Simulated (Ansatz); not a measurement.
`B[SiH2]N=C` + CH₃OH → `B[SiH2]OC` + `C=N`  (ligand exchange at the Si–N bond)

Gas-phase electronic energies from Ansatz, PBE0-D4/def2-TZVP geometries. CCSD(T)/CBS is the MP2 limit (def2-TZVPP, def2-QZVPP) plus CCSD(T) − MP2 in def2-TZVPP, frozen cores. This one scheme is used for every species. Functionals use def2-TZVPP. HSE06 is defined as in plane-wave codes. Each species was taken in one conformer, which may not be the lowest.

`B[SiH2]N=C`:

Z-matrix (Å, degrees):
```
Si
N 1 1.747
B 1 2.005 2 112.6
H 1 1.502 2 111.4 3 -123.6
H 1 1.491 2 106.9 3 118.9
C 2 1.257 1 124.3 3 120.2
H 3 1.197 1 118.9 2 179.9
H 3 1.194 1 123.4 2 0.1
H 6 1.103 2 124.2 1 0.8
H 6 1.097 2 120.4 1 -179.3
```

CH₃OH:

```xyz
6

C     0.140    0.112    0.308
O    -0.564    0.210   -0.909
H     0.126    1.102    0.765
H     1.188   -0.180    0.163
H    -0.328   -0.593    1.006
H    -0.562   -0.651   -1.332
```

`B[SiH2]OC`:

Z-matrix (Å, degrees):
```
Si
O 1 1.649
B 1 1.999 2 111.2
H 1 1.498 2 110.0 3 121.8
H 1 1.498 2 109.9 3 -121.9
C 2 1.407 1 122.1 3 179.9
H 3 1.195 1 123.5 2 0.3
H 3 1.197 1 118.8 2 -179.8
H 6 1.097 2 111.5 1 61.2
H 6 1.097 2 111.5 1 -60.2
H 6 1.091 2 108.4 1 -179.5
```

`C=N`:

Cartesian coordinates in Å:
```
C -0.124 -0.293 0.226
N -0.316 0.677 -0.556
H 0.859 -0.645 0.558
H -0.989 -0.836 0.614
H 0.570 1.096 -0.843
```

Task: Is it downhill or uphill in electronic energy at CCSD(T)/CBS, and by how much? (Estimate.)

Result: Ansatz gave: Downhill: ΔE = -53.6 kJ/mol.

Task: What do these levels give: LDA (SPW92), PBE-D4, BLYP-D4, ωB97M-V, PBE-QIDH, r2SCAN0, HSE06, LC-ωPBE, MP2/def2-SVP, HF/def2-TZVPP, SCS-MP2/def2-QZVPP, CCSD/CBS(def2)? (Best estimate.)

Result: Ansatz gave: LDA (SPW92) -46.5, PBE-D4 -46.0, BLYP-D4 -50.7, ωB97M-V -53.5, PBE-QIDH -51.0, r2SCAN0 -52.1, HSE06 -47.9, LC-ωPBE -52.3, MP2/def2-SVP -53.0, HF/def2-TZVPP -59.0, SCS-MP2/def2-QZVPP -54.5, CCSD/CBS(def2) -54.8 kJ/mol.

Largest T1 diagnostic among the species: 0.013.

From BLYP to BHLYP (50 % exact exchange), in def2-TZVPP and without D4, ΔE moves by −4.5 kJ/mol. Leaving LDA and LC-ωPBE aside and taking each functional with its dispersion term where it has one, the values, not all of them listed here, spread over 10.1 kJ/mol, from CAM-B3LYP-D4 to revPBE-D4.
